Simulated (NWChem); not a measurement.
CH5FOSi2; SMILES F[Si@H]1CO[SiH2]1

```xyz
10

F      0.3160     2.1957    -0.4844
Si     0.0231     0.8934     0.4525
C     -1.4417    -0.2123    -0.1102
O     -0.7693    -1.4779    -0.1852
Si     0.9032    -1.2066    -0.0583
H     -0.0363     1.3975     1.8569
H     -2.2895    -0.2779     0.5934
H     -1.8486     0.0799    -1.0955
H      1.6372    -1.3949    -1.3465
H      1.5297    -2.0838     0.9748
```
Atoms are numbered in this order, from 1.

Structure relaxed at the PBE0/def2-SVP level.

### Question
List the 4 lowest vertical singlet excitations from PBE/6-31+G* (spherical d), TDA (NWChem).

### Answer
| state | energy (eV) | oscillator strength | leading excitation (squared amplitude) |
|---|---|---|---|
| S1 | 5.08 | 0.002 | HOMO → LUMO (0.92) |
| S2 | 5.37 | 0.026 | HOMO−1 → LUMO (0.87) |
| S3 | 5.47 | 0.006 | HOMO−2 → LUMO (0.62) |
| S4 | 5.61 | 0.014 | HOMO → LUMO+1 (0.57) |
